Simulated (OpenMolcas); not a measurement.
Ti2+ among 6 point charges of -2.2 e arranged as an octahedron (Oh), 1.96 Å from the ion.

| Quantity | Value |
| --- | --- |
| Program | OpenMolcas 26.06 |
| Method | CASSCF |
| Basis | ANO-RCC-VDZP [5s4p2d1f] |
| Scalar Hamiltonian | DKH2, point nucleus |
| Active space | 2 electrons in 5 orbitals (3d) |
| State averaging | 2S+1 = 3 even, 10 roots; 2S+1 = 1 even, 15 roots |
| Spin-orbit coupling | state interaction with AMFI integrals over the reference wave functions |

(1) What is the spin-free ground state (labels of O, the rotations of Oh)?

(2) Where is the first state of the same spin?

(3) What are the lowest two levels with spin-orbit coupling?

(4) What is χT at 300 K, and how does it compare with the textbook value?

(5) Which ligand-field parameters describe the states?

Results:

(1) 3T1, 3-fold in its orbital part, 92 % from free-ion F terms; it has the highest spin that d2 allows.

(2) 3T2 at 13900 cm-1 above the ground state.

(3) A 2-fold level E, then a 3-fold level T2 1.5 cm-1 above it. Their leading multiplicities are 3 (100 %) and 3 (100 %).

(4) The lowest level has 2S+1 = 3, for which the spin-only value is χT = S(S+1) / 2 = 1.000 cm3 K/mol (g = 2). The computed 1.169 at 300 K differs by +0.169, through orbital momentum, spin-orbit coupling and any other state in reach. With a threefold ground state the orbital momentum is unquenched, so the spin-only value is not expected to hold.

(5) A least-squares ligand-field fit to the states below 45000 cm-1, each weighted by its degeneracy and with a free common offset, gives 10Dq = 16529 cm-1, B = 729 cm-1 and C = 2676 cm-1 (C/B = 3.67), with an rms deviation of 483 cm-1. 

An orbital triplet at a regular site is open to Jahn-Teller coupling, which can distort the site and quench the lowest spin-orbit gaps and is left out. Without dynamic correlation the repulsion within the d shell is too large (B by tens of per cent), so at a given field states of lower spin stand too high. Point charges carry no covalency, so the field is a model and not that of real ligands. No measured value stands beside these numbers.
